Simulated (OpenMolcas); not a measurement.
## Ar+: effect of the IPEA shift

```yaml
Program: OpenMolcas
Basis: ANO-RCC [8s7p5d4f2g]
Scalar_Hamiltonian: DKH2, point nucleus
Active_space: 7 electrons in 8 orbitals (3s 3p 4s 4p)
State_averaging: 2S+1 = 2 odd, 3 roots; 2S+1 = 2 even, 1 root
Spin-orbit_coupling: RASSI with atomic mean-field integrals over the reference wave functions, term energies averaged over their components
```

Methods on the same reference wave functions:
A. CASSCF
B. SS-CASPT2, IPEA 0 Eh, imaginary shift 0.1 Eh (closed shells correlated: 2s 2p)
C. SS-CASPT2, IPEA 0.25 Eh, imaginary shift 0.1 Eh (closed shells correlated: 2s 2p)

Energies in cm-1 above 3s2 3p5 2P* 3/2, the measured ground level; measured values from NIST Handbook of Basic Atomic Spectroscopic Data.

| Level | A | B | C | Measured |
| --- | --- | --- | --- | --- |
| 3s2 3p5 2P* 3/2 | 0.0 | 0.0 | 0.0 | 0.0 |
| 3s2 3p5 2P* 1/2 | 1359 | 1359 | 1359 | 1432 |
| 3s 3p6 2S 1/2 | 149232 | 120625 | 124816 | 108722 |

Deviations, from unrounded energies. A percentage is the sum of absolute deviations over the sum of measured energies, with the sign that they share, or ± where signs differ.

| Against measurement | Levels | A | B | C |
| --- | --- | --- | --- | --- |
| mean absolute deviation (cm-1) | 2 | 20000 | 6000 | 8100 |
| fine structure of the ground term (%) | 1 | -5.0 | -5.0 | -5.0 |
| other configurations (%) | 1 | +37.3 | +10.9 | +14.8 |

B lies closest to measurement on these levels and A furthest from it. The largest miss of B in the table is 3s 3p6 2S 1/2, by +12000 cm-1. The ranking rests on the paired levels alone, and a cruder setting can come out closer through cancelling errors.

Between B and C the level of the table that moves most is 3s 3p6 2S 1/2, by 4200 cm-1 (lowest in B, highest in C).

The lowest spin-free term lies below A's lowest term by 0.346 hartree in B, 0.343 hartree in C.

Over all roots computed the reference weight is 0.82 to 0.95 in B, 0.86 to 0.95 in C; the roots of lowest weight are the least certain, and an intruder state may touch them. Active for correlation alone: 4p 4s; no level in the range computed is led by a configuration that fills them, so any true level of that kind is missing. Without dynamic correlation excited terms often stand tens of per cent too high (terms of higher spin than the ground term too low), and those without a measured partner can miss by more than the paired ones (holds for A). Measured partners are found by configuration, term and J. A level has none where our copy of the source lacks it or the pairing is in doubt (some pairs that miss far off the trend of their configuration count as doubtful), and it then counts in no deviation. Only configurations of the active space appear.

* marks odd parity.
